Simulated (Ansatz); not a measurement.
C$_{2}$H$_{8}$O$_{2}$SSn, SMILES `C[O][SnH]([SH])[O]C`, relaxed with RKS PBE0-D4/def2-TZVP in Ansatz from a GFN2-xTB geometry. The force threshold is 0.005 eV/Å; the program also tests the step.

The species carries charge 0 and has multiplicity 1. Sn takes the def2 core potential.

Start:

```xyz
14

C     2.166   -0.590    0.779
O     1.437    0.518    0.332
Sn    0.098    0.523   -1.187
S    -0.585    2.802   -1.006
O    -1.381   -0.752   -0.788
C    -2.285   -0.676    0.278
H     2.893   -0.925    0.037
H     1.521   -1.430    1.047
H     2.701   -0.260    1.671
H     0.629   -0.268   -2.628
H     0.428    3.087   -0.199
H    -1.792   -0.815    1.245
H    -3.001   -1.486    0.128
H    -2.830    0.272    0.291
```

Question: By how much does the energy fall, and how many steps does the optimiser take? (Estimate.)

Answer: The calculation gave: 15.71 kJ/mol, in 18 steps.

Question: Which bonds change most? (An estimate is asked.)

Answer: The calculation gave: O2–Sn3 from 2.024 to 1.959 Å; Sn3–O5 from 1.993 to 1.956 Å; Sn3–H10 from 1.728 to 1.698 Å; S4–H11 from 1.327 to 1.346 Å.

Question: Give the relaxed structure. (Estimate.)

Answer: Computed: 
```xyz
14

C     1.982   -0.647    0.757
O     1.411    0.550    0.281
Sn    0.174    0.502   -1.238
S    -0.673    2.725   -1.218
O    -1.207   -0.808   -0.790
C    -2.044   -0.602    0.323
H     2.676   -1.093    0.032
H     1.227   -1.400    1.014
H     2.550   -0.414    1.662
H     0.858   -0.063   -2.685
H    -0.097    2.929   -0.019
H    -1.494   -0.661    1.271
H    -2.806   -1.387    0.323
H    -2.556    0.368    0.287
```
